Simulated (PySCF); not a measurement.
CH7F2NSi2, SMILES [SiH2](F)C[Si@@H](F)N. Atoms are numbered in the order given.

```xyz
13

N      1.4703    -0.3480    -0.8925
Si     1.1349     0.4180     0.5959
F      1.7359    -0.3740     1.8938
C     -0.7210     0.4973     0.8259
Si    -1.7138     0.3030    -0.7352
F     -1.3310    -1.1489    -1.3922
H      0.8942    -1.1159    -1.2226
H      2.3960    -0.3555    -1.3031
H      1.7992     1.7474     0.6145
H     -0.9849     1.4575     1.3025
H     -1.0196    -0.2942     1.5352
H     -3.1780     0.2655    -0.4579
H     -1.4134     1.3587    -1.7403
```

Coordinates come from a PBE0-D3(BJ)/def2-SVP optimisation. The structure was generated by enumeration; whether it is a known compound was not checked. The values are those of a single conformer.

Calculation: PySCF with TDA-ωB97X/def2-SVPD.

Vertical excitations. Isolated molecule, no solvent.

Computed lowest excited states:
| state | energy (eV) | λ (nm) | f | main pairs |
|---|---|---|---|---|
| S1 | 7.63 | 162 | 0.062 | HOMO→LUMO 43 %, HOMO→LUMO+2 24 %, HOMO→LUMO+1 13 %, HOMO→LUMO+4 11 % |
| S2 | 8.22 | 151 | 0.023 | HOMO−1→LUMO 52 %, HOMO−3→LUMO 8 %, HOMO−2→LUMO 8 % |
| S3 | 8.49 | 146 | 0.014 | HOMO−2→LUMO 67 % |
| S4 | 8.58 | 145 | 0.037 | HOMO→LUMO+1 38 %, HOMO→LUMO+2 26 %, HOMO→LUMO+4 9 % |
| S5 | 8.83 | 140 | 0.010 | HOMO−1→LUMO+1 21 %, HOMO−1→LUMO+2 21 %, HOMO→LUMO 8 %, HOMO→LUMO+1 7 % |
| S6 | 8.96 | 138 | 0.042 | HOMO−1→LUMO+1 28 %, HOMO→LUMO+2 14 %, HOMO→LUMO+4 11 %, HOMO−1→LUMO+2 7 % |
| S7 | 9.01 | 138 | 0.017 | HOMO→LUMO+3 22 %, HOMO→LUMO 20 %, HOMO→LUMO+4 17 %, HOMO→LUMO+2 7 % |
| S8 | 9.16 | 135 | 0.015 | HOMO−1→LUMO+1 19 %, HOMO−1→LUMO+2 17 %, HOMO−1→LUMO+4 13 %, HOMO→LUMO+4 5 % |
| S9 | 9.21 | 135 | 0.113 | HOMO−1→LUMO+3 33 %, HOMO−1→LUMO+2 9 %, HOMO−1→LUMO+1 8 %, HOMO→LUMO 6 % |
| S10 | 9.42 | 132 | 0.117 | HOMO−2→LUMO+1 50 %, HOMO−2→LUMO+2 12 %, HOMO−1→LUMO+3 9 % |
| T1 | 7.32 | 169 | 0 | HOMO→LUMO 37 %, HOMO→LUMO+2 29 %, HOMO→LUMO+1 9 %, HOMO→LUMO+4 9 % |
| T2 | 7.82 | 159 | 0 | HOMO−1→LUMO 39 %, HOMO−2→LUMO 18 %, HOMO−3→LUMO 9 % |
| T3 | 7.93 | 156 | 0 | HOMO→LUMO+2 33 %, HOMO→LUMO+4 26 %, HOMO→LUMO+1 15 %, HOMO→LUMO+9 5 % |
| T4 | 8.09 | 153 | 0 | HOMO−2→LUMO 54 %, HOMO−1→LUMO 15 % |
Triplets are in the Tamm–Dancoff approximation.
